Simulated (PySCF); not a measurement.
## Polarisability and C₆ of Pd⁺ (palladium, charge +1)

[Kr] 4d9, 2D determinant. All numbers are calculated (PySCF 2.14, scalar relativity through the core potential, in aug-cc-pVDZ-PP with ECP28MDF (5s5p4d2f, 54 functions)). Coupled (time-dependent) response in atomic units; α is the mean over directions. A double-zeta set is small for polarisabilities.

| method | mean α (bohr³) | α xx, yy, zz | C₆ (like pair) | S(−4) |
| --- | --- | --- | --- | --- |
| UHF | 9.069 | 8.777, 8.777, 9.655 | 51.79 | 31.01 |
| PBE | 11.03 | 10.80, 10.80, 11.50 | 63.14 | 58.58 |
| PBE0 | 10.33 | 10.07, 10.07, 10.85 | 59.31 | 46.66 |
| HSE06 | 10.37 | 10.11, 10.11, 10.89 | 59.54 | 47.13 |
| TPSSh | 10.73 | 10.44, 10.44, 11.32 | 61.90 | 52.27 |

S(−4) is the Cauchy moment in α(ω) = α(0) + S(−4) ω² + …

Spin-orbit coupling is absent.

α(iu) at HSE06:

```csv
u (hartree),α(iu) (bohr³)
0,10.37
0.0500,10.26
0.100,9.935
0.200,8.944
0.300,7.887
0.500,6.255
0.750,4.957
1.00,4.063
1.50,2.842
2.00,2.059
3.00,1.187
5.00,0.5212
```

A single London oscillator, α(iu) = α/(1 + u²/ω²), gives C₆ = (3/4) ω α². Matching the computed C₆ needs ω = 4 × 59.54 / (3 × 10.37²) = 0.738 hartree.

For an ion, C₆ is the dispersion term alone; charge-induced terms of lower order in 1/R come first.

The components differ because the open shell of this determinant is not spherical; for a pure term their mean is the scalar polarisability.

Energies and moments cover only the electrons outside the core potential.
